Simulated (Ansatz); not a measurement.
All numbers were calculated with Ansatz.

A structure relaxed at PBE0-D4/def2-TZVP, charge 0, multiplicity 1:

Cartesian coordinates in Å:
```
N -0.488 1.551 -0.211
C -0.608 0.159 0.202
B 0.627 -0.711 -0.211
O 0.509 -2.060 -0.170
H 0.409 1.930 0.065
H -1.201 2.128 0.216
H -0.741 0.016 1.292
H -1.506 -0.279 -0.250
H 1.681 -0.214 -0.526
H 1.318 -2.520 -0.406
```

Task: Give its formula and SMILES.

Result: CH6BNO, `NCBO`.

Task: Summarise the bond lengths by kind.

Result: 1 × C–N 1.458 Å; 2 × H–N 1.011 to 1.012 Å; 1 × B–C 1.566 Å; 2 × C–H 1.097 to 1.107 Å; 1 × B–O 1.355 Å; 1 × B–H 1.207 Å; 1 × H–O 0.959 Å.
